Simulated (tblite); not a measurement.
Compound: CH8BClP2Si.
Numbering: `[BH2:1][PH:2][Si@H:3]([PH2:4])[CH2:5][Cl:6]` (hydrogens: H7, H8 on B1; H9 on P2; H10 on Si3; H11, H12 on P4; H13, H14 on C5)

Computed with GFN2-xTB (tblite), gas phase: Langevin dynamics at 600 K from the optimised GFN2-xTB geometry, time step 0.5 fs, friction 0.01 fs⁻¹, 2000 steps. The instantaneous temperature is 2·E(kin)/(3Nk) with all 3N coordinates.

```
t (fs)  T (K)  E(pot) above start (eV)  B1–P2 (Å)  P2–Si3 (Å)  Si3–P4 (Å)  Si3–C5 (Å)  C5–Cl6 (Å)  B1–H7 (Å)  B1–P2–Si3–P4 (°)
     0    465                    0.000      1.829       2.238       2.254       1.917       1.779      1.171               -75
    25    394                    0.559      1.880       2.172       2.223       1.935       1.765      1.184               -77
    50    438                    0.804      1.775       2.315       2.319       1.962       1.778      1.156               -73
    75    427                    0.753      1.934       2.340       2.356       1.946       1.838      1.129               -73
   100    360                    0.730      1.792       2.217       2.209       1.961       1.803      1.111               -71
   125    333                    0.635      1.867       2.268       2.281       1.980       1.819      1.100               -79
   150    430                    0.835      1.856       2.247       2.312       1.883       1.773      1.079               -84
   175    549                    0.643      1.815       2.235       2.240       2.050       1.856      1.109               -88
   200    655                    0.820      1.941       2.258       2.240       1.902       1.778      1.222               -94
   225    730                    0.912      1.826       2.299       2.343       1.928       1.778      1.309               -99
   250    397                    1.202      1.922       2.298       2.294       1.876       1.828      1.368              -109
   275    536                    1.257      1.774       2.162       2.240       2.026       1.767      1.359              -113
   300    730                    0.930      1.925       2.351       2.297       1.968       1.774      1.193              -118
   325    510                    1.213      1.833       2.287       2.213       1.984       1.736      1.061              -129
   350    584                    1.262      1.850       2.177       2.385       1.976       1.798      1.051              -137
   375    706                    1.155      1.899       2.325       2.137       1.983       1.741      1.103              -144
   400    740                    0.838      1.801       2.342       2.323       1.988       1.882      1.146              -148
   425    691                    1.026      1.915       2.241       2.538       1.978       1.729      1.235              -143
   450    627                    0.652      1.817       2.214       2.230       1.896       1.873      1.234              -140
   475    460                    0.826      1.835       2.272       2.273       2.001       1.816      1.276              -143
   500    389                    0.976      1.893       2.307       2.493       1.909       1.777      1.272              -146
   525    481                    0.860      1.800       2.191       2.259       1.997       1.778      1.307              -149
   550    498                    0.728      1.830       2.251       2.203       1.873       1.769      1.260              -152
   575    495                    0.870      1.874       2.318       2.404       1.949       1.759      1.297              -159
   600    570                    0.923      1.851       2.279       2.250       1.935       1.844      1.273              -161
   625    542                    1.058      1.917       2.256       2.195       1.943       1.743      1.244              -160
   650    548                    1.092      1.821       2.310       2.317       2.018       1.887      1.215              -158
   675    528                    1.163      1.939       2.284       2.304       1.870       1.689      1.182              -149
   700    486                    1.161      1.690       2.229       2.174       1.991       1.894      1.193              -148
   725    648                    0.783      1.911       2.276       2.278       1.879       1.721      1.195              -149
   750    487                    1.027      1.813       2.328       2.251       2.042       1.781      1.256              -158
   775    634                    1.007      1.797       2.181       2.327       1.842       1.837      1.223              -164
   800    612                    0.994      1.828       2.244       2.152       2.067       1.715      1.215              -171
   825    529                    1.180      1.825       2.353       2.367       1.812       1.859      1.215               180
   850    650                    1.082      1.894       2.182       2.377       2.007       1.756      1.190               171
   875    830                    0.955      1.862       2.270       2.152       1.942       1.815      1.165               170
   900    876                    0.549      1.907       2.325       2.306       1.930       1.819      1.130               171
   925    644                    0.985      1.791       2.128       2.391       2.021       1.796      1.137               172
   950    648                    0.932      1.806       2.320       2.208       1.891       1.822      1.152               162
   975    512                    1.010      1.866       2.292       2.309       1.990       1.795      1.080               151
  1000    568                    0.713      1.818       2.223       2.377       1.887       1.818      1.090               137
```

**Question.** From 500 fs on, how do temperature and potential energy compare with equipartition?

**Answer.** The mean temperature of these 21 frames is 580 K against the target 600 K, and the mean potential energy 0.95 eV against 36 × kT/2 = 0.93 eV for 36 classical harmonic modes. For 14 atoms in a canonical ensemble the temperature itself scatters by T·√(2/(3N)) = 131 K; here its standard deviation is 112 K. The whole run lasts only 10 friction times of 100 fs, so these averages carry a wide statistical error.

**Question.** What are the kinetic and total energies of the listed frame with the highest potential energy?

**Answer.** The one at 350 fs, 1.262 eV above the start. Its kinetic energy is 3NkT/2 = 1.057 eV at 584 K, so the sum is 2.32 eV; over the listed frames the sum runs from 0.84 to 2.46 eV, since the thermostat adds and removes energy.

**Question.** How much do the listed bonds fluctuate from 500 fs on?

**Answer.** 
```json
{"bond": "B1–P2", "at the start (Å)": "1.829", "mean (Å)": "1.845", "standard deviation (Å)": "0.055"}
{"bond": "P2–Si3", "at the start (Å)": "2.238", "mean (Å)": "2.264", "standard deviation (Å)": "0.057"}
{"bond": "Si3–P4", "at the start (Å)": "2.254", "mean (Å)": "2.290", "standard deviation (Å)": "0.089"}
{"bond": "Si3–C5", "at the start (Å)": "1.917", "mean (Å)": "1.943", "standard deviation (Å)": "0.068"}
{"bond": "C5–Cl6", "at the start (Å)": "1.779", "mean (Å)": "1.794", "standard deviation (Å)": "0.053"}
{"bond": "B1–H7", "at the start (Å)": "1.171", "mean (Å)": "1.204", "standard deviation (Å)": "0.062"}
```

The motion is classical and holds no zero-point motion.

The cost below is that of the whole dynamics run. On an Arm Neoverse V2 with one thread, shared host, this took 15 s and 0.18 GiB of memory at its peak.
